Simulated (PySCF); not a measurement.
**Computed properties of AlHI2, SMILES [AlH]([I])[I]**

AlHI2, SMILES [I][AlH][I]. Geometry: B3LYP-D3(BJ)/def2-SVP. The def2 effective core potentials stand for the cores of I; spin–orbit coupling is left out. Other conformers were not sampled. All values are computed for the isolated molecule unless a solvent is named; none is compared with measurement here.

**Structure.** The optimised structure has C2v symmetry. All 6 harmonic modes at B3LYP-D3(BJ)/def2-SVP (PySCF) are real, so it is a minimum. With heavy atoms numbered as in [AlH:1]([I:3])[I:4], the shortest bond between them is Al1–I3 at 2.475 Å and the longest Al1–I4 at 2.475 Å.

**Vibrations.** The strongest infrared lines (harmonic, unscaled, degenerate partners summed) lie at 627 cm⁻¹ (273 km/mol, H 93 %), 1987 cm⁻¹ (129 km/mol, H 96 %), 411 cm⁻¹ (89 km/mol, Al 81 %, I 13 %). The softest mode is at 79 cm⁻¹ and the zero-point energy is 5.4 kcal/mol.

**Electronic structure.** r2SCAN/def2-TZVPD (PySCF) places the frontier levels at -6.98 and -2.39 eV, a gap of 4.59 eV, and gives a dipole moment of 0.55 D and a mean polarisability of 100.4 bohr³.

**Excitations.** TDA-ωB97X/def2-SVPD (PySCF) has S1 at 5.10 eV (243 nm, f = 0.000, dark); the most intense of the 10 singlets computed lies at 5.85 eV (f = 0.14). T1 (TDA) is at 5.01 eV, 0.09 eV under S1. No vertical singlet excitation falls in the visible range (under 3.1 eV).
